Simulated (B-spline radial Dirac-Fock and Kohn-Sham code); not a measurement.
The K (1s) level from Ge to Pd

Model: multi-electron Dirac-Fock with separately optimised hole states, Breit and Lamb-shift corrections added in first order. Program: a radial B-spline solver. Free neutral atoms, energies in eV. The model has no electron correlation. Relaxation, Breit and QED are contributions to the binding energy. "Screened" places the removed electron in the lowest shell with room, a model of an edge from the Fermi level; tabulated edges (Elam, Ravel and Sieber 2002) are for the standard state, and for monatomic gases they compare with the unscreened value. A dash: no value, or a hole state left out as unreliable.

```csv
Z,element,binding,relaxation,Breit,QED,screened,tabulated edge
32,Ge,11111.9,-51.5,-15.08,-7.27,11103.5,11103
33,As,11874.8,-52.2,-16.66,-8.07,11864.9,11867
34,Se,12664.7,-52.9,-18.34,-8.92,12653.2,12658
35,Br,13481.8,-53.7,-20.13,-9.83,13468.5,13474
36,Kr,14326.1,-54.5,-22.05,-10.81,14322.4,14326
37,Rb,15205.4,-55.1,-24.10,-11.84,15200.7,15200
38,Sr,16113.0,-55.5,-26.27,-12.94,16108.9,16105
40,Zr,18006.0,-57.7,-31.00,-15.36,17998.0,17998
41,Nb,18990.7,-59.4,-33.57,-16.69,18984.3,18986
42,Mo,20007.0,-60.3,-36.28,-18.08,19999.6,20000
43,Tc,21056.1,-60.5,-39.14,-19.55,21044.5,21044
44,Ru,22125.4,-62.2,-42.14,-21.12,22116.2,22117
45,Rh,23228.0,-63.1,-45.31,-22.75,23217.8,23220
46,Pd,24355.1,-64.7,-48.62,-24.49,24348.9,24350
```

**Question.** With what power of Z do the binding energy and the Breit term grow over this range?

**Answer.** Between the end points the binding energy grows as Z^2.16 and the Breit term as Z^3.23.

Values without a named source are computed, but for edge energies of neutral atoms, which are taken from tables.
